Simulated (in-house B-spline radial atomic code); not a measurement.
Configurations of the molybdenum ion Mo²⁺, with energies counted from [Kr] 4d4. All numbers are computed (scalar-relativistic (X2C) PBE0, spin-polarised, spherical fractional occupations, exact exchange averaged over the configuration; Fermi nucleus of rms radius 4.4091 fm) with an all-electron radial atomic-structure program (B-spline basis), not measured. Shells without spins written out take the highest spin.

Occupations are held fixed; configurations that lie above the ionisation limit could autoionise.

```json
{"configuration": "[Kr] 4d3 5s1", "E - E(ref) (eV)": "4.4163", "highest orbital": "5s up", "its <r> (bohr)": "2.825"}
{"configuration": "[Kr] 4d3 5f1", "E - E(ref) (eV)": "22.082", "highest orbital": "5f up", "its <r> (bohr)": "8.979"}
{"configuration": "[Ar] 3d9 4s2 4p6 4d5", "E - E(ref) (eV)": "226", "highest orbital": "4d up", "its <r> (bohr)": "1.597"}
{"configuration": "[Ar] 3d9 4s2 4p6 4d4 5p1", "E - E(ref) (eV)": "237.88", "highest orbital": "5p up", "its <r> (bohr)": "3.261"}
{"configuration": "[Ar] 3d9 4s2 4p6 4d4 5f1", "E - E(ref) (eV)": "250.43", "highest orbital": "5f up", "its <r> (bohr)": "8.856"}
```

Question: Order these further configurations by energy, lowest first.
A. [Ar] 3d10 4s2 4p5 4d4 4f1
B. [Ar] 3d10 4s2 4p5 4d4 5s1
C. [Ar] 3d9 4s2 4p6 4d4 4f1
D. [Ar] 3d10 4s2 4p5 4d4 5f1
E. [Kr] 4d3 4f1

Answer: E (19.351 eV), B (38.007 eV), A (53.296 eV), D (56.043 eV), C (247.71 eV).
